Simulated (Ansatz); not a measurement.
Reaction (formal hydrolysis of the Si–Si bond): `N[SiH2][SiH](F)S` + H₂O → `O[SiH](F)S` + `N[SiH3]`

Gas-phase electronic energies from Ansatz, PBE0-D4/def2-TZVP geometries. CCSD(T)/CBS adds triple-zeta CCSD(T) − MP2 to the extrapolated MP2 energy (def2 sets, frozen cores). This one scheme is used for every species. Functionals use def2-TZVPP. B3LYP here is the variant with VWN-RPA as its local correlation; programs differ in this. One conformer a species, not always the lowest.

(1) Is it downhill or uphill in electronic energy at CCSD(T)/CBS, and by how much? (Estimate.)

(2) What do these levels give: PBE-D4, B3LYP-D4, ωB97X-V, MP2/def2-TZVPP, CCSD/def2-TZVPP, CCSD/CBS(def2)? (Best estimate.)

Largest T1 diagnostic among the species: 0.012.

Answers

(1) Computed: Downhill: ΔE = -115.9 kJ/mol.

(2) Ansatz gave: PBE-D4 -91.8, B3LYP-D4 -114.1, ωB97X-V -117.4, MP2/def2-TZVPP -124.8, CCSD/def2-TZVPP -124.7, CCSD/CBS(def2) -120.6 kJ/mol.

In def2-TZVPP, CCSD(T) changes the Hartree–Fock value by +31.5 kJ/mol (the triples alone add +4.7 kJ/mol) and MP2 by +26.7 kJ/mol. From PBE to PBE0 (25 % exact exchange), in def2-TZVPP and without D4, ΔE moves by −8.3 kJ/mol. The D4 term adds +10.6 kJ/mol with B3LYP and +6.2 kJ/mol with PBE0; it sums over pairs of atoms, weighted by their polarisabilities, and B3LYP, whose exchange is more repulsive, gets the larger term.
